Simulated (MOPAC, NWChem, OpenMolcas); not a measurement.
**A ladder of methods for GeH2 (SMILES [GeH2])**

GeH2, singlet, SMILES `[GeH2]`. Each level relaxes the structure for itself.

Quantity: the zero-point energy at each level's own minimum, in kJ/mol. The values are calculated.

| level | kind | program | value (kJ/mol) |
| --- | --- | --- | --- |
| MNDO | semi-empirical | MOPAC | 31.5 |
| PM6 | semi-empirical | MOPAC | 31.2 |
| PM6-D3 | semi-empirical | MOPAC | 31.2 |
| PM6-DH2 | semi-empirical | MOPAC | 31.2 |
| HF/6-31G* (Cartesian functions) | Hartree–Fock | OpenMolcas | 30.4 |
| HF/cc-pVTZ | Hartree–Fock | OpenMolcas | 30.2 |
| B3LYP-D3(BJ)/6-31G* (spherical functions) | global hybrid | NWChem | 28.2 |
| B3LYP/6-31G* (spherical functions) | global hybrid | NWChem | 28.2 |
| PBE0/def2-SVP | global hybrid | OpenMolcas | 37.4 |
| CASSCF(4,4)/6-31G** (Cartesian functions) | multireference | OpenMolcas | 29.2 |

All-electron rows without a relativistic Hamiltonian named are non-relativistic. Harmonic and unscaled. The values span 28.2 to 37.4 kJ/mol.
